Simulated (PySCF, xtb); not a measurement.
H₇Si₃, SMILES [SiH2][SiH2][SiH3], multiplicity 2.

Harmonic wavenumbers (cm⁻¹) from GFN2-xTB (xtb) at its own minimum, in rising order: 14, 83, 106, 334, 356, 369, 413, 442, 455, 529, 549, 633, 790, 816, 820, 829, 861, 2053, 2115, 2219, 2220, 2235, 2238, 2243.

### Question
What does PySCF with PBE-D3(BJ)/def2-SVP give at its own minimum? (Estimate from the structure and the level; the computed values follow.)

### Answer
75, 88, 102, 310, 380, 398, 412, 452, 525, 553, 657, 677, 831, 862, 885, 901, 905, 2113, 2131, 2146, 2151, 2160, 2167, 2169. Paired by order, the mean absolute difference is 46 cm⁻¹ and the zero-point energies are 33.9 and 34.4 kcal/mol.
